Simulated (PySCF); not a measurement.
Predicted microwave data (B3LYP/def2-SVPD in PySCF (dipole) on a GFN2-xTB geometry, gas phase) for one isomer of C5H10O2Si:

| Item | Value |
| --- | --- |
| Rotational constants | A = 4571, B = 945.3, C = 818.6 MHz |
| Dipole components | \|μa\| = 0.18 D, \|μb\| = 1.23 D, \|μc\| = 0.76 D |
| Inertial defect | -27.84 u·Å² |
| κ | -0.93 |

**Question.** Which candidate fits, each taken in the one conformer that was computed?
A. `[CH3:1][C@H:2]1[CH:3]=[CH:4][CH2:5][Si:6]1([OH:7])[OH:8]` with C5–Si6–O7–H -55°, C5–Si6–O8–H -154°
B. `[SiH3:1][O:2][C@H:3]1[CH:4]=[CH:5][O:6][CH2:7][CH2:8]1` with Si1–O2–C3–C4 176°, O2–C3–C4–C5 140°, C4–C5–O6–C7 7°, C5–O6–C7–C8 -39°, O6–C7–C8–C3 60°
C. `[CH2:1]=[CH:2][C@@H:3]1[CH2:4][CH2:5][Si:6]1([OH:7])[OH:8]` with C1–C2–C3–C4 -147°, C5–Si6–O7–H -50°, C5–Si6–O8–H -147°
D. `[CH2:1]=[CH:2][CH:3]1[CH2:4][O:5][SiH2:6][O:7][CH2:8]1` with C1–C2–C3–C4 119°, C2–C3–C4–O5 65°, C3–C4–O5–Si6 38°, C4–O5–Si6–O7 -15°, O5–Si6–O7–C8 15°

**Answer.** B. It is [SiH3]O[C@H]1C=COCC1, a near-prolate asymmetric top, point group C1. The candidates at the same level (rigid rotor, commonest isotopes):

| SMILES | A (MHz) | B (MHz) | C (MHz) | μa (D) | μb (D) | μc (D) | Δ (u·Å²) | point group | rotor |
| --- | --- | --- | --- | --- | --- | --- | --- | --- | --- |
| [SiH3]O[C@H]1C=COCC1 | 4571 | 945.3 | 818.6 | 0.18 | 1.23 | 0.76 | -27.84 | C1 | near-prolate asymmetric top |
| C=C[C@@H]1CC[Si]1(O)O | 2279 | 1360 | 1099 | 0.07 | 0.07 | 1.17 | -133.64 | C1 | asymmetric top |
| C=CC1CO[SiH2]OC1 | 3006 | 1339 | 1198 | 1.11 | 0.00 | 1.31 | -123.65 | Cs | asymmetric top |
| C[C@H]1C=CC[Si]1(O)O | 2205 | 1637 | 1266 | 0.02 | 0.06 | 1.48 | -138.76 | C1 | asymmetric top |

`C=CC1CO[SiH2]OC1` has C 46 % too high; `C=C[C@@H]1CC[Si]1(O)O` has A 50 % too low; `C[C@H]1C=CC[Si]1(O)O` has B 73 % too high. No structure here is proved a minimum.
